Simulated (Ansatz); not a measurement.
Ansatz (an electronic-structure program) input (SVWN5/def2-TZVP):

Ansatz 0.2 input:
```yaml
crystal:
  periodic: [false, false, false]
  atoms:
    - {symbol: Mo, position_ang: [-0.00000000, -0.00000000, -0.04000182]}
    - {symbol: H, position_ang: [0.00000000, 0.00000000, 1.68007633]}
basis:
  gaussian:
    orbitals: def2-TZVP
hamiltonian:
  xc: {name: SVWN5}
magnetization: {spin_polarized: true, initial_magnetization: 5}
relax: {f_tol: 0.003, max_steps: 100}
```

End of the output:

```
reference -1864.85916846 eV, -68.5323103938 hartree; 10, 5 occupied and 36, 41 virtual orbitals, 352 factors
relax step   1: F+E_penalty+E_count = -1864.85913347 eV  Δ(F+E_penalty+E_count) = +0.000e0 eV  max|allowed force component| = 2.044e-1 eV/Å  Δτ_max = 0.0000 Å  (25 SCF iters, accepted)
these checks for a lower state are left out or cut short: starts, cluster_reference, orbital_swaps, neighbouring_geometries, increment
integrals: 0.01 GiB planned
352 factors; their error is unknown
mean field: 0.10 GiB planned
mean field evaluation 16: about -1864.8630 eV, gradient 1.4e0 eV
mean field -1864.86064310 eV, -68.5323645860 hartree, gradient 1.8e-5 eV, S^2 8.768746; 0 other end points of the search recorded, 0 dependent functions left out
the calculation of the forces begins
reference -1864.86067803 eV, -68.5323658696 hartree; 10, 5 occupied and 36, 41 virtual orbitals, 352 factors
relax step   2: F+E_penalty+E_count = -1864.86064310 eV  Δ(F+E_penalty+E_count) = -1.510e-3 eV  max|allowed force component| = 8.396e-2 eV/Å  Δτ_max = 0.0120 Å  (28 SCF iters, accepted)
these checks for a lower state are left out or cut short: starts, cluster_reference, orbital_swaps, neighbouring_geometries, increment
integrals: 0.01 GiB planned
352 factors; their error is unknown
mean field: 0.10 GiB planned
mean field -1864.86092578 eV, -68.5323749745 hartree, gradient 1.8e-5 eV, S^2 8.769121; 0 other end points of the search recorded, 0 dependent functions left out
the calculation of the forces begins
reference -1864.86096073 eV, -68.5323762587 hartree; 10, 5 occupied and 36, 41 virtual orbitals, 352 factors
relax step   3: F+E_penalty+E_count = -1864.86092578 eV  Δ(F+E_penalty+E_count) = -2.827e-4 eV  max|allowed force component| = 1.610e-3 eV/Å  Δτ_max = 0.0033 Å  (30 SCF iters, accepted)
integrals: 0.01 GiB planned
352 factors; their error is unknown
mean field: 0.10 GiB planned
mean field evaluation 32: about -1864.8645 eV, gradient 5.0e-2 eV
mean field -1864.86092578 eV, -68.5323749745 hartree, gradient 2.0e-5 eV, S^2 8.769121; 1 other end points of the search recorded, 0 dependent functions left out
the calculation of the forces begins
reference -1864.86096073 eV, -68.5323762587 hartree; 10, 5 occupied and 36, 41 virtual orbitals, 352 factors
Total energy: -1864.86096073 eV, -68.5323762587 hartree
Atom 0 at    -0.000000     0.000000    -0.031273 Å, force     0.000000     0.000000    -0.001610 eV/Å
Atom 1 at     0.000000    -0.000000     1.671347 Å, force    -0.000000    -0.000000     0.001610 eV/Å
Dipole moment:     0.000000    -0.000000    -0.445315 e Å
```

The spin state was set by rule; other spins were not relaxed.
